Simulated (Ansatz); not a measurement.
H3B, singlet, geometry from GFN2-xTB; B3LYP/pcseg-1 in Ansatz (a program for electronic structure).

Here is a job for Ansatz.
Ansatz 0.2 input:
```yaml
crystal:
  periodic: [false, false, false]
  atoms:
    - {symbol: B, position_ang: [0.00000000, 0.00000000, -0.00000000]}
    - {symbol: H, position_ang: [-1.13586369, -0.05694986, -0.25006823]}
    - {symbol: H, position_ang: [0.42206688, -0.56959653, 0.92378735]}
    - {symbol: H, position_ang: [0.71379681, 0.62654639, -0.67371912]}
basis:
  gaussian:
    orbitals: pcseg-1.json
hamiltonian:
  xc: b3lyp
```
The basis file holds pcseg-1 in the JSON format of the Basis Set Exchange.

What the program printed (banner, timings and long lists left out):

```
Functional definition: B3LYP
326 factors; their error is unknown
mean field evaluation 1: about -723.1945 eV, gradient 1.3e1 eV
mean field evaluation 2: about -723.7194 eV, gradient 8.7e0 eV
mean field evaluation 4: about -724.0027 eV, gradient 1.5e-2 eV
mean field evaluation 8: about -723.9988 eV, gradient 3.0e-5 eV
mean field -723.99884436 eV, -26.6064667863 hartree, gradient 3.0e-5 eV, S^2 0.000000; 0 other end points of the search recorded, 0 dependent functions left out
reference -723.99903065 eV, -26.6064736323 hartree; 4, 4 occupied and 25, 25 virtual orbitals, 326 factors
Total energy: -723.99903065 eV, -26.6064736323 hartree
```
